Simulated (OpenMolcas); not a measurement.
## Cl+: effect of the level shift or regulariser

| Item | Value |
| --- | --- |
| Program | OpenMolcas 26.06 |
| Basis | ANO-RCC-VTZP [5s4p2d1f] |
| Scalar Hamiltonian | DKH2, point nucleus |
| Active space | 6 electrons in 4 orbitals (3s 3p) |
| State averaging | 2S+1 = 3 even, 3 roots; 2S+1 = 1 even, 6 roots; 2S+1 = 3 odd, 3 roots; 2S+1 = 1 odd, 3 roots |
| Spin-orbit coupling | RASSI with atomic mean-field integrals over the reference wave functions, term energies averaged over their components |

Methods on the same reference wave functions:
A. CASSCF
B. SS-CASPT2, IPEA 0.25 Eh, imaginary shift 0.1 Eh (closed shells correlated: 2s 2p)
C. SS-CASPT2, IPEA 0.25 Eh, real shift 0.2 Eh (closed shells correlated: 2s 2p)

Energies in cm⁻¹ above 3s² 3p⁴ ³P₂, the measured ground level; measured values from NIST Handbook of Basic Atomic Spectroscopic Data.

```
      Level       A       B       C  Measured
3s² 3p⁴ ³P₂     0.0     0.0     0.0       0.0
3s² 3p⁴ ³P₁     648     650     650       696
3s² 3p⁴ ³P₀     934     938     938       996
3s² 3p⁴ ¹D₂   14423   12140   12160     11654
3s² 3p⁴ ¹S₀   26647   28030   28020     27878
3s 3p⁵ ³P°₂  116925  103850  104350     93368
3s 3p⁵ ³P°₁  117556  104480  104980     94000
3s 3p⁵ ³P°₀  117877  104800  105310     94334
3s 3p⁵ ¹P°₁  171770  147890  148600
```

Deviations, from unrounded energies. A percentage is the sum of absolute deviations over the sum of measured energies, with the sign that they share, or ± where signs differ.

| Against measurement | Levels | A | B | C |
| --- | --- | --- | --- | --- |
| mean absolute deviation (cm-1) | 7 | 11000 | 4600 | 4800 |
| fine structure of the ground term (%) | 2 | -6.5 | -6.1 | -6.1 |
| other terms of the ground configuration (%) | 2 | ±10.1 | +1.6 | +1.6 |
| other configurations (%) | 3 | +25.1 | +11.2 | +11.7 |

B, C lie about equally close to measurement and A furthest from it. The largest miss of B in the table is 3s 3p⁵ ³P°₂, by +10000 cm-1. The ranking rests on the paired levels alone, and a cruder setting can come out closer through cancelling errors.

Between B and C the level of the table that moves most is 3s 3p⁵ ¹P°₁, by 710 cm-1 (lowest in B, highest in C). Moves below CASPT2's spread within the term are not significant.

From A to B the spin-free energies of the other terms of 3s² 3p⁴ shown, above ³P, scale by factors of 0.84 to 1.05.

The lowest spin-free term lies below A's lowest term by 0.154 hartree in B, 0.154 hartree in C.

CASPT2 does not keep the components of a term degenerate, so their means are used; among the terms shown or strongly mixed into the levels shown the widest spread is 170 cm-1 (3s² 3p⁴ ¹D, B). Over all roots computed the reference weight is 0.87 to 0.96 in B, 0.90 to 0.96 in C; the roots of lowest weight are the least certain, and an intruder state may touch them. Terms of s pⁿ other than that of highest spin mix with s² pⁿ⁻² d, which this space lacks; all of them can be thousands of cm-1 off, and some have no real level of that name. Without dynamic correlation excited terms often stand tens of per cent too high (terms of higher spin than the ground term too low), and those without a measured partner can miss by more than the paired ones (holds for A). Computed and measured levels are paired by configuration, term and J; levels that our copy of the source lacks, or whose pairing is in doubt (as where it misses far off the trend of its configuration), stay unpaired and out of the deviations. Only configurations of the active space appear.

° marks odd parity.
